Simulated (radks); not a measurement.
Q: The mean radii <r> (bohr) of the occupied orbitals of an atom or ion are listed with their occupations. All-electron calculation, Dirac Kohn-Sham, LB94 model potential, spin-unpolarised, spherical densities, finite nucleus; Fermi nuclear charge, rms radius of each element as measured or else 0.836 A^(1/3) + 0.57 fm. Program: a radial shooting solver on a logarithmic mesh with Libxc functionals.

orbital  occ.      <r>
1s1/2       2  0.01930
2s1/2       2  0.08095
2p1/2       2  0.06710
2p3/2       4  0.07468
3s1/2       2   0.2087
3p1/2       2   0.1981
3p3/2       4   0.2114
3d3/2       4   0.1846
3d5/2       6   0.1887
4s1/2       2   0.4153

Name the element and its charge. Open shells, if any, fill j = l - 1/2 first.

A: Z = 71, lutetium, charge +41: Lu41+ in [Ar] 3d10 4s2. The 1s radius gives Z: for a bare nucleus <r> = (2 gamma + 1)/(2Z) with gamma = sqrt(1 - (Z/c)^2), 0.01909 bohr for Z = 71, and screening makes it slightly larger (0.01930 here). The occupations add up to 30, and the charge is Z minus that.
